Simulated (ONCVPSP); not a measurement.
# Which change was made? (Mg, ONCV)

```
Element                 : magnesium
Generator               : ONCVPSP 4.0.1
Type                    : optimised norm-conserving Vanderbilt (ONCV)
Functional              : PBE
Relativity              : scalar-relativistic
Frozen core             : [He]
Valence charge          : 10
Reference configuration : 2s2 2p6 3s2
Partial waves           : 2s+3s: rc 1.45 bohr, ncon 4, nbas 7, qcut 6.8 1/bohr, 2 projectors; 2p: rc 1.20 bohr, ncon 4, nbas 7, qcut 13.6 1/bohr, 2 projectors, debl 1.4 Ha
Local potential         : polynomial inside 0.95 bohr (lpopt 5, dvloc0 -1 Ha)
Core correction         : polynomial model core, fcfact 0.45
```

In the p channel the program set the typed energies aside and used -1.713, 0.250 Ha.

Cutoffs, loose and tight: the cutoffs (Ha) at which the residual kinetic energy of the hardest occupied pseudo-wave falls to 1 and 0.1 mHa per electron. They do not see the model core or the augmentation charge, which bear on the density cutoff. Test errors are all-electron minus pseudo excitation energies from the reference, over the configurations 2s2 2p6 3s1; 2s2 2p6 3s0; 2s2 2p6 3s1.5; 2s1 2p6 3s2; variants that change the core or the reference have their own tests.

The base gives: outcome: generated, projector energies reset by the program; cutoff, loose: 62 Ha; cutoff, tight: 72 Ha; bound ghosts: none; GHOST(+) flags above zero: none; largest test error (meV): -236.

(1) After one change the result is: outcome: generated, projector energies reset by the program; cutoff, loose: 62 Ha; cutoff, tight: 72 Ha; bound ghosts: none; GHOST(+) flags above zero: none; largest test error (meV): -354. Which change was it?
A. s: qcut 9.6
B. core [Ne], valence charge 2; reference 3s1.5; waves now 3s: rc 2.70 bohr, ncon 4, nbas 7, qcut 1.9 1/bohr, 2 projectors, debl 3.4 Ha; p scattering state at 0.09 Ha: rc 2.45 bohr, ncon 4, nbas 7, qcut 3.9 1/bohr, local; local potential the p channel
C. core correction none

Results:

(1) A. The others give: core [Ne], valence charge 2; reference 3s1.5; waves now 3s: rc 2.70 bohr, ncon 4, nbas 7, qcut 1.9 1/bohr, 2 projectors, debl 3.4 Ha; p scattering state at 0.09 Ha: rc 2.45 bohr, ncon 4, nbas 7, qcut 3.9 1/bohr, local; local potential the p channel → outcome: generated, projector energies reset by the program; cutoff, loose: 6.8 Ha; cutoff, tight: 15 Ha; bound ghosts: none; GHOST(+) flags above zero: none; largest test error (meV): -23 | core correction none → outcome: generated, projector energies reset by the program; cutoff, loose: 62 Ha; cutoff, tight: 72 Ha; bound ghosts: none; GHOST(+) flags above zero: none; largest test error (meV): -189.
